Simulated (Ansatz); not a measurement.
## Interaction energy ladder

The pair of H₂O (SMILES O, atoms 1–3) and BF₃ (SMILES FB(F)F, atoms 4–7), both closed shells, in one local arrangement (a lower one may exist), relaxed at PBE0-D4/def2-TZVP:

```xyz
7
angstrom
O -0.2095 -0.2184 -1.0015
H 0.6538 -0.1905 -1.4314
H -0.7145 0.5453 -1.3058
F 1.3857 0.0075 0.7905
B 0.0361 -0.0607 0.7480
F -0.5232 -1.1777 1.2249
F -0.6284 1.0946 0.9753
```

Computed with Ansatz 0.2.0 (basis: def2-TZVPPD, with def2-QZVPPD for the basis limit); correlated methods freeze the cores. B3LYP uses VWN-RPA correlation. Extrapolation: Hartree–Fock as exp(−7.88 √X), correlation as X^−2.97. Interaction energies count from these two fragments, frozen as in the pair, with the counterpoise correction; negative means bound.

(1) What is the interaction energy by CCSD(T) at an estimated basis limit (MP2 extrapolated from triple and quadruple zeta, plus CCSD(T) − MP2 in triple zeta)? (To be estimated.)

(2) Which atoms make the shortest contact between the fragments?

The T1 diagnostic stays at or below 0.015.

Answers

(1) Computed: -22.37 kcal/mol. Hartree–Fock alone gives -21.01 kcal/mol at the basis limit. It counts from the two fragments frozen as in the pair.

The same quantity by other methods in triple zeta, and each one's difference from that estimate:
| method | E_int (kcal/mol) | difference |
| --- | --- | --- |
| PBE-D4 | -19.18 | 3.20 |
| revPBE-D4 | -16.88 | 5.50 |
| BLYP-D4 | -16.09 | 6.28 |
| r2SCAN-D4 | -23.08 | -0.71 |
| B97M-V | -22.07 | 0.31 |
| PBE0-D4 | -22.67 | -0.30 |
| B3LYP-D4 | -19.86 | 2.51 |
| HSE06-D4 | -22.58 | -0.21 |
| wB97X-V | -22.00 | 0.38 |
| wB97M-V | -22.19 | 0.19 |
| B2PLYP | -19.53 | 2.85 |
| HF | -20.96 | 1.42 |
| MP2 | -20.13 | 2.24 |
| CCSD | -20.80 | 1.58 |
| CCSD(T) | -20.58 | 1.80 |
Differences are method less estimate.

(2) O1 and B5, 1.77 Å apart.

Energy to bend the free fragments (PBE0-D4 minima) into their shapes in the pair, CCSD(T)/def2-TZVPPD: H₂O 0.24 kcal/mol; BF₃ 13.02 kcal/mol. This must be added to the interaction energy to get the binding energy from relaxed fragments.

Basis-set superposition shift (counterpoise-corrected less uncorrected): CCSD(T) 1.84; MP2 1.78; HF 0.17; PBE0-D4 0.17; wB97M-V 0.16 kcal/mol.

For scale, one of the runs: CCSD(T)/def2-TZVPPD, 231 basis functions, launched by `ansatz run in.yaml --threads 4 --pin off --events-out ev --progress --plain --max-ram 9574MiB`. Hardware: 4 CPU threads of an Arm Neoverse V1, shared host. Wall time 2.6 min; peak host memory 4.5 GiB.
